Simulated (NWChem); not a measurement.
Species: BAsH4; SMILES B[AsH2]

Computed with NWChem. Geometry: optimised at PBE0/def2-SVP. Ions are spin-unrestricted doublets at the neutral geometry; other ion states weren't tried.

For level CAM-B3LYP/def2-SVP:

| Quantity | Value |
|---|---|
| −ε(HOMO) (eV) | 8.58 |

### Question
What are these values for level PBE/def2-SVP?

### Answer
| Quantity | Result |
|---|---|
| −ε(HOMO) (eV) | 6.34 |
